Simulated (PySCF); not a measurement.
Delta-SCF ions had no search for a lower state. 

Cartesian coordinates (Å):
SMILES: B[N+]#[C-]
```xyz
5

B     -0.5811     0.0074    -0.1516
N      0.8470    -0.0138    -0.0721
C      2.0167    -0.0273    -0.0067
H     -1.1866    -0.8201     0.4386
H     -1.0924     0.8513    -0.8042
```
Charge 0, multiplicity 1.

**Question.** Predict the dipole moment, vertical ionisation energy (Delta-SCF) and HOMO–LUMO gap from M06-2X/def2-TZVP (PySCF 2.14.0).

**Answer.** 
```
Quantity                                  Result
--------------------------------------  --------
dipole moment                             2.33 D
vertical ionisation energy (Delta-SCF)  11.92 eV
HOMO–LUMO gap                            8.97 eV
```
